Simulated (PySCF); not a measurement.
C4H3S (SMILES [c-]1cccs1), charge -1, singlet, geometry from GFN2-xTB (in this run its highest filled SCF level lies above zero, so its values depend strongly on the basis, on diffuse functions most of all); TPSS/cc-pVDZ (PySCF).

Input for PySCF:
```python
from pyscf import gto, scf, dft

mol = gto.M(
    atom='''
S    -0.000828    0.052673    1.184693
C    -0.014587    1.382577   -0.007520
C     0.012791   -1.212093   -0.003802
C    -0.007513    0.738672   -1.228508
C     0.007464   -0.680177   -1.251335
H     0.023606   -2.243764    0.307910
H    -0.013331    1.310268   -2.157988
H     0.014035   -1.283140   -2.158023
''',
    basis='cc-pvdz',
    charge=-1,
    spin=0,
    verbose=4,
)

mf = dft.RKS(mol)
mf.xc = 'tpss'
mf.kernel()
mf.analyze()
```

Question: Write the output that PySCF gives for this input, abridged.

Answer: 
```
PySCF version 2.14.0

[INPUT] verbose = 4
[INPUT] num. atoms = 8
[INPUT] num. electrons = 44
[INPUT] charge = -1
[INPUT] spin (= nelec alpha-beta = 2S) = 0
[INPUT] symmetry False subgroup None
[INPUT] Mole.unit = angstrom
[INPUT] Symbol           X                Y                Z      unit          X                Y                Z       unit  Magmom
[INPUT]  1 S     -0.000828000000   0.052673000000   1.184693000000 AA   -0.001564693231   0.099537544159   2.238745311689 Bohr   0.0
[INPUT]  2 C     -0.014587000000   1.382577000000  -0.007520000000 AA   -0.027565434979   2.612691876123  -0.014210740457 Bohr   0.0
[INPUT]  3 C      0.012791000000  -1.212093000000  -0.003802000000 AA    0.024171486859  -2.290523807502  -0.007184738726 Bohr   0.0
[INPUT]  4 C     -0.007513000000   0.738672000000  -1.228508000000 AA   -0.014197512374   1.395887775885  -2.321543661837 Bohr   0.0
[INPUT]  5 C      0.007464000000  -0.680177000000  -1.251335000000 AA    0.014104915794  -1.285348246228  -2.364680440083 Bohr   0.0
[INPUT]  6 H      0.023606000000  -2.243764000000   0.307910000000 AA    0.044608874896  -4.240099448159   0.581865571015 Bohr   0.0
[INPUT]  7 H     -0.013331000000   1.310268000000  -2.157988000000 AA   -0.025191938967   2.476047669782  -4.078006300098 Bohr   0.0
[INPUT]  8 H      0.014035000000  -1.283140000000  -2.158023000000 AA    0.026522306158  -2.424783179474  -4.078072440512 Bohr   0.0

nuclear repulsion = 191.155591701088
number of shells = 34
number of NR pGTOs = 166
number of NR cGTOs = 89
basis = cc-pvdz
ecp = {}

******** <class 'pyscf.dft.rks.RKS'> ********
method = RKS
initial guess = minao
damping factor = 0
level_shift factor = 0
DIIS = <class 'pyscf.scf.diis.CDIIS'>
diis_start_cycle = 1
diis_space = 8
diis_damp = 0
SCF conv_tol = 1e-09
SCF conv_tol_grad = None
SCF max_cycles = 50
direct_scf = True
direct_scf_tol = 1e-13
XC library pyscf.dft.libxc version 7.1.2
    S. Lehtola, C. Steigemann, M. J. T. Oliveira, and M. A. L. Marques,  SoftwareX 7, 1–5 (2018)
XC functionals = tpss
    J. Tao, J. P. Perdew, V. N. Staroverov, and G. E. Scuseria,  Phys. Rev. Lett. 91, 146401 (2003)
    J. P. Perdew, J. Tao, V. N. Staroverov, and G. E. Scuseria,  J. Chem. Phys. 120, 6898 (2004)
    J. Tao, J. P. Perdew, V. N. Staroverov, and G. E. Scuseria,  Phys. Rev. Lett. 91, 146401 (2003)
    J. P. Perdew, J. Tao, V. N. Staroverov, and G. E. Scuseria,  J. Chem. Phys. 120, 6898 (2004)
radial grids:
    Treutler-Ahlrichs [JCP 102, 346 (1995); DOI:10.1063/1.469408] (M4) radial grids

becke partition: Becke, JCP 88, 2547 (1988); DOI:10.1063/1.454033
pruning grids: <function nwchem_prune>
grids dens level: 3
symmetrized grids: False
atomic radii adjust function: <function treutler_atomic_radii_adjust>
small_rho_cutoff = 0
Set gradient conv threshold to 3.16228e-05
Initial guess from minao.
tot grids = 104776
init E= -553.024444193996
  HOMO = -0.264468131509022  LUMO = -0.0955010986883025  gap/eV = 4.59783
cycle= 1 E= -552.314331870577  delta_E= 0.71  |g|= 0.61  |ddm|= 3.15
  HOMO = 0.193920771497184  LUMO = 0.244191361606022  gap/eV = 1.36793
cycle= 2 E= -551.863093687054  delta_E= 0.451  |g|= 1.32  |ddm|= 4.85
  HOMO = 0.0456729410962771  LUMO = 0.20730845405746  gap/eV = 4.39833
cycle= 3 E= -552.392097422606  delta_E= -0.529  |g|= 0.371  |ddm|= 4.28
  HOMO = 0.0568350555208061  LUMO = 0.183732157092954  gap/eV = 3.45305
cycle= 4 E= -552.431523663206  delta_E= -0.0394  |g|= 0.118  |ddm|= 0.566
  HOMO = 0.0487671604509612  LUMO = 0.182453157613829  gap/eV = 3.63778
cycle= 5 E= -552.434664969551  delta_E= -0.00314  |g|= 0.0502  |ddm|= 0.167
  HOMO = 0.0523849896657231  LUMO = 0.184668563578818  gap/eV = 3.59962
cycle= 6 E= -552.435413886489  delta_E= -0.000749  |g|= 0.0194  |ddm|= 0.0856
  HOMO = 0.0512495486663465  LUMO = 0.18465874958129  gap/eV = 3.63025
cycle= 7 E= -552.435520000057  delta_E= -0.000106  |g|= 0.00599  |ddm|= 0.0261
  HOMO = 0.0514034295179835  LUMO = 0.184713692439872  gap/eV = 3.62756
cycle= 8 E= -552.435529569291  delta_E= -9.57e-06  |g|= 0.000873  |ddm|= 0.00602
  HOMO = 0.0513041859379304  LUMO = 0.184707510249375  gap/eV = 3.63009
cycle= 9 E= -552.435529788467  delta_E= -2.19e-07  |g|= 0.000182  |ddm|= 0.00175
  HOMO = 0.0513059704040963  LUMO = 0.18469354788343  gap/eV = 3.62966
cycle= 10 E= -552.435529800388  delta_E= -1.19e-08  |g|= 4.76e-05  |ddm|= 0.000389
  HOMO = 0.0513066780218794  LUMO = 0.184694621778013  gap/eV = 3.62967
cycle= 11 E= -552.435529800853  delta_E= -4.65e-10  |g|= 2.78e-05  |ddm|= 6.8e-05
  HOMO = 0.0513098944685919  LUMO = 0.184695489760534  gap/eV = 3.62961
Extra cycle  E= -552.43552980041  delta_E= 4.42e-10  |g|= 4.85e-05  |ddm|= 7.82e-05
converged SCF energy = -552.43552980041
**** SCF Summaries ****
Total Energy =                        -552.435529800410450
Nuclear Repulsion Energy =             191.155591701087843
One-electron Energy =                -1145.661163900920656
Two-electron Energy =                  402.070042399422391
Two-electron Coulomb Energy =          450.883136494602809
DFT Exchange-Correlation Energy =      -48.813094095180439
HOMO-LUMO gap [eV] =                     3.629606922996517
**** MO energy ****
MO #1   energy= -88.1710120526175  occ= 2
MO #2   energy= -9.80956027356917  occ= 2
MO #3   energy= -9.79941660792722  occ= 2
MO #4   energy= -9.77352570283344  occ= 2
MO #5   energy= -9.7538437462773   occ= 2
MO #6   energy= -7.53725291617757  occ= 2
MO #7   energy= -5.51834793340916  occ= 2
MO #8   energy= -5.51320930973862  occ= 2
MO #9   energy= -5.51094495756546  occ= 2
MO #10  energy= -0.586968074053565 occ= 2
MO #11  energy= -0.452966254860667 occ= 2
MO #12  energy= -0.436138384758803 occ= 2
MO #13  energy= -0.297971866909092 occ= 2
MO #14  energy= -0.267512378045356 occ= 2
MO #15  energy= -0.23950625515453  occ= 2
MO #16  energy= -0.147373188934329 occ= 2
MO #17  energy= -0.127421899003344 occ= 2
MO #18  energy= -0.122669805052134 occ= 2
MO #19  energy= -0.074194687447426 occ= 2
MO #20  energy= -0.0114827297255462 occ= 2
MO #21  energy= 0.017966116643346  occ= 2
MO #22  energy= 0.0513098944685919 occ= 2
MO #23  energy= 0.184695489760534  occ= 0
MO #24  energy= 0.228201653564258  occ= 0
MO #25  energy= 0.235086690455247  occ= 0
MO #26  energy= 0.2573201681459    occ= 0
MO #27  energy= 0.26301932959903   occ= 0
MO #28  energy= 0.28603696586732   occ= 0
MO #29  energy= 0.31441552975784   occ= 0
MO #30  energy= 0.437681188124956  occ= 0
 ** Mulliken pop on meta-lowdin orthogonal AOs  **
 ** Mulliken pop  **
 ** Mulliken atomic charges  **
charge of    0S =      0.08414
charge of    1C =     -0.55154
charge of    2C =     -0.31552
charge of    3C =     -0.21021
charge of    4C =     -0.17588
charge of    5H =      0.06732
charge of    6H =      0.04782
charge of    7H =      0.05388

WARN: System has nonzero charge -1; the dipole moment is origin-dependent.
Location of origin: [0. 0. 0.]

Dipole moment(X, Y, Z, Debye):  0.03922, -3.70773, -0.41394
```
